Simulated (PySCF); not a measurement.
**Excitation energy of Dy by level of theory**

Dy [Xe] 4f10 6s2 (high-spin determinant) → Dy [Xe] 4f9 5d1 6s2 (high-spin determinant), as a difference of total energies. Computed with PySCF 2.14 in ANO-RCC-VTZP (8s7p5d3f2g1h, 104 functions), with the spin-free X2C one-electron Hamiltonian (Gaussian nucleus). Correlated levels: valence: [Kr] 4d10 frozen; valence and next inner shell: [Ar] 3d10 frozen. The calculations carry no spin-orbit coupling.

```csv
method,excitation energy (cm⁻¹)
UHF,-17618
LDA,18505
PBE,17501
PBE0,9385.5
r2SCAN,12076
MP2 (valence),11810
SCS-MP2 (valence),10817
MP2 (valence and next inner shell),15443
SCS-MP2 (valence and next inner shell),12882
```

A first-order spin-orbit estimate (lowest level to lowest level, LS coupling) adds 0.219 eV.

The determinant of the upper state and of the lower state mixes LS terms, which raises its energy above the lowest term, most at the Hartree-Fock and MP2 levels.
